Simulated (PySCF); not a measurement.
B3LYP has the VWN-RPA correlation part, as in Gaussian. Delta-SCF ions had no search for a lower state. Excitations are Tamm–Dancoff values on a coarser integration grid. The basis has no diffuse functions, so Rydberg states are missing or too high.

Cartesian coordinates (Å):
```xyz
8

B     -0.8456     0.0655    -0.0274
N      0.8069    -0.0626     0.0261
H     -1.0586     1.1141    -0.5885
H     -1.1963     0.0557     1.1287
H     -1.2128    -0.9009    -0.6525
H      1.2016    -0.0634    -0.9099
H      1.2151     0.7146     0.5374
H      1.0898    -0.9231     0.4861
```
Charge 0, multiplicity 1.

Task: Predict the total energy, vertical ionisation energy (Delta-SCF), dipole moment, T1 excitation (TDA) and S1 oscillator strength from B3LYP-D3(BJ)/def2-TZVP in PySCF 2.14.0.

Result: 
```yaml
total_energy: -83.2628 Ha
vertical ionisation energy (Delta-SCF): 10.57 eV
dipole_moment: 1.124 e·Å
T1 excitation (TDA): 6.14 eV
S1 oscillator strength: 0.003
```
